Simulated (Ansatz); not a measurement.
`CO[SiH](C)F` → `C[Si]F` + CH₃OH at 298.15 K and 1 bar (silylene formation by 1,1-elimination).

Program: Ansatz. Geometries: PBE0-D4/def2-TZVP. ΔE: electronic, gas phase. CCSD(T)/CBS adds triple-zeta CCSD(T) − MP2 to the extrapolated MP2 energy (def2 sets, frozen cores). This one scheme is used for every species. One conformer a species, not always the lowest.

```tsv
species	CCSD(T)/CBS energy (Eh)	H − E (kJ/mol)	S (J/(mol·K))
`CO[SiH](C)F`	-544.48370	261.9	357.0
`C[Si]F`	-428.74649	112.9	286.7
CH₃OH	-115.61712	146.3	238.2
```

H − E and S are ideal-gas, rigid-rotor, harmonic terms from PBE0-D4/def2-TZVP, for one conformer and one mirror image of each species. 1 Eh = 2625.50 kJ/mol, R = 8.31446 J/(mol·K).

Q: By hand: ΔE, ΔH, ΔS and ΔG.

A: ΔE = (-428.74649) + (-115.61712) − (-544.48370) = 0.12009 Eh = 315.3 kJ/mol. Δ(H − E) = 112.9 + 146.3 − 261.9 = -2.7, so ΔH = 312.6 kJ/mol. ΔS = 286.7 + 238.2 − 357.0 = 167.9 J/(mol·K). ΔG = 312.6 − 298.15 × (167.9)/1000 = 262.5 kJ/mol.

Q: By hand: the equilibrium constant, and the temperature at which ΔG would vanish if ΔH and ΔS stayed fixed.

A: log₁₀ K = −ΔG/(RT ln 10) = -46.0. ΔG = 0 at ΔH/ΔS = 1862 K.

The number of gas molecules changes by +1, which sets the sign of ΔS. A doubt of 5 kJ/mol in ΔE shifts log₁₀ K by 0.9 here. Other conformers and mirror images would add mixing entropy, several J/(mol·K) or more a flexible species. These are equilibria of isolated gas molecules and say nothing of rates. Largest T1 diagnostic: 0.014 (customary marks: 0.02 for closed shells, 0.045 for open ones).
